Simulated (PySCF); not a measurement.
Compounds:

A. `[SiH3]c1cc(C2CCC2)co1`
B. SMILES C(C)(=O)O[Si@H](N)OC(C)C
C. SMILES C=C(OC(C)C)OC(F)F
D. `InChI=1S/C5H13FOSi2/c1-2-7-3-5(8)4-9-6/h4H,2-3,9H2,1,8H3/b5-4-`

Spectrum 1. ¹H NMR (300 MHz, computed): δ 6.75 (m, 1H), 5.53 (m, 2H), 4.23 (s, 2H), 4.02 (s, 3H), 3.85 (q, 2H), 1.24 (t, 3H). ¹³C{¹H} NMR (computed): δ 171.9 (C), 142.7 (CH), 77.1 (CH2), 67.7 (CH2), 13.7 (CH3).

Spectrum 2. ¹H NMR (300 MHz, computed): δ 4.89 (s, 1H), 4.43 (m, 1H), 2.14 (s, 3H), 1.33 (d, 3H), 1.27 (d, 3H), 1.22 (br s, 2H). ¹³C{¹H} NMR (computed): δ 177.1 (C), 68.3 (CH), 28.1 (CH3), 27.7 (CH3), 24.9 (CH3).

Spectrum 3. ¹H NMR (300 MHz, computed): δ 7.63 (m, 1H), 7.29 (m, 1H), 4.46 (s, 3H), 3.37 (m, 1H), 2.49 (m, 2H), 2.18 (m, 2H), 2.10 (m, 1H), 2.02 (m, 1H). ¹³C{¹H} NMR (computed): δ 154.4 (C), 149.7 (CH), 139.7 (C), 129.3 (CH), 31.3 (CH2), 30.6 (CH), 16.9 (CH2).

Spectrum 4. ¹H NMR (300 MHz, computed): δ 7.02 (m, 1H), 4.14 (sept, 1H), 3.92 (br s, 1H), 3.26 (br s, 1H), 1.36 (d, 6H). ¹³C{¹H} NMR (computed): δ 167.5 (C), 120.4 (CH), 74.8 (CH), 64.5 (CH2), 23.1 (CH3).

Computed data (PySCF 2.14): PBE0/pcSseg-1 with gauge-including orbitals, structure optimised with GFN2-xTB. In vacuum, rapidly exchanging positions averaged, non-relativistic Hamiltonian, one computed conformer.

Referencing at the same level of theory: TMS for ¹H and ¹³C. Splittings of carbon signals by F and P are missing where no couplings were computed. Where no couplings were computed, multiplicities follow the n + 1 count of equivalent neighbours, and m marks all less simple cases (inequivalent or close neighbours, rings, F or P nearby). Shifts are as computed. Against solution values, carbons near 30 ppm lie about +3 ppm off and those near 130 ppm about +5 ppm. Of 1211 compounds with measured shifts, 218 miss one by over three times the rms of a fit or turn the order of signals round; such compounds aren't used in these exercises. OH and NH positions are gas-phase values without hydrogen bonding to other molecules.

Problem. Which spectrum belongs to which compound?

Solution. 1–D, 2–B, 3–A, 4–C.

- Spectrum 1 (D): 5 ¹³C signals; δC 142.7 is an alkene CH; δC 77.1 is an allylic sp3 CH2 bonded to O.
- Spectrum 2 (B): 5 ¹³C signals; δC 68.3 is an sp3 CH bonded to O; δC 28.1 is a methyl carbon.
- Spectrum 3 (A): 7 ¹³C signals; δC 129.3 is an aromatic CH; δC 31.3 is an sp3 CH2 in a ring.
- Spectrum 4 (C): 5 ¹³C signals; δC 167.5 is an alkene carbon bearing oxygen; δC 120.4 is an sp3 CH bonded to 2 F and O.
